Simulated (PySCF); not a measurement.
Molfile (atoms numbered from 1):
```
C5H4F4O2
     RDKit          3D

 15 15  0  0  0  0  0  0  0  0999 V2000
   -1.2174   -2.1242   -0.9028 F   0  0  0  0  0  0  0  0  0  0  0  0
   -0.9705   -1.1547    0.0443 C   0  0  2  0  0  0  0  0  0  0  0  0
   -2.0818   -0.1664    0.1515 C   0  0  0  0  0  0  0  0  0  0  0  0
   -1.6476    0.9872   -0.3648 C   0  0  0  0  0  0  0  0  0  0  0  0
   -0.3612    0.9732   -0.7968 O   0  0  0  0  0  0  0  0  0  0  0  0
    0.1925   -0.2605   -0.4102 C   0  0  1  0  0  0  0  0  0  0  0  0
    1.0444   -0.0834    0.6941 O   0  0  0  0  0  0  0  0  0  0  0  0
    2.2421    0.5033    0.4922 C   0  0  0  0  0  0  0  0  0  0  0  0
    2.8948   -0.0425   -0.5363 F   0  0  0  0  0  0  0  0  0  0  0  0
    2.9587    0.3337    1.5858 F   0  0  0  0  0  0  0  0  0  0  0  0
    2.1399    1.8050    0.2515 F   0  0  0  0  0  0  0  0  0  0  0  0
   -0.7073   -1.6606    0.9865 H   0  0  0  0  0  0  0  0  0  0  0  0
   -3.0726   -0.3692    0.5512 H   0  0  0  0  0  0  0  0  0  0  0  0
   -2.1629    1.9382   -0.5015 H   0  0  0  0  0  0  0  0  0  0  0  0
    0.7399   -0.6890   -1.2613 H   0  0  0  0  0  0  0  0  0  0  0  0
  1  2  1  0
  2  3  1  0
  3  4  2  0
  4  5  1  0
  5  6  1  0
  6  7  1  0
  7  8  1  0
  8  9  1  0
  8 10  1  0
  8 11  1  0
  6  2  1  0
  2 12  1  1
  3 13  1  0
  4 14  1  0
  6 15  1  6
M  END
```

- geometry from PBE0-D3(BJ)/def2-SVP
- shieldings: GIAO PBE0/pcSseg-1
- couplings computed with B3LYP/pcJ-1 (spin–dipole term only in couplings to heteroatoms)
- program: PySCF
- no solvent model, relativity neglected, averaged over atoms made equivalent by symmetry, fast rotation or ring inversion, one computed conformer

Q: List the cross peaks expected in HSQC, COSY and HMBC spectra.

A: 

HSQC (one-bond C–H):
```
        δH          δC  1J(C,H) (Hz)
6.69 (H14)  161.4 (C4)           203
5.77 (H15)  104.4 (C6)           183
5.53 (H13)  105.2 (C3)           193
5.47 (H12)   99.3 (C2)           169
```

COSY cross peaks (|J| ≥ 2 Hz):
```
        δH          δH  abs. J (Hz)  bonds
6.69 (H14)  5.53 (H13)          3.6      3
5.53 (H13)  5.47 (H12)          3.1      3
```

HMBC (two and three bonds, |J| ≥ 2.5 Hz):
```
        δH                                     δC [abs. J in Hz]
6.69 (H14)  105.2 (C3) [12.0], 104.4 (C6) [8.8], 99.3 (C2) [6.9]
5.77 (H15)   161.4 (C4) [6.7], 127.3 (C8) [2.7], 99.3 (C2) [2.8]
5.53 (H13)  161.4 (C4) [12.2], 104.4 (C6) [6.4], 99.3 (C2) [4.8]
5.47 (H12)                                      161.4 (C4) [6.6]
```

References, each an isolated molecule treated in the same way: 1H (σ = 31.27 ppm) and 13C (σ = 184.41 ppm) vs TMS.

Common functionals overestimate the size of one-bond C–F couplings by tens of Hz; these are unscaled. Unscaled 3J(H,H) at this level run about 10 % above measured values. Shifts are as computed. Against solution values, carbons near 30 ppm lie about +2 ppm off and those near 130 ppm about +5 ppm. Of 1313 compounds with measured shifts, 239 miss one by over three times the rms of a fit or turn the order of signals round; such compounds aren't used in these exercises.
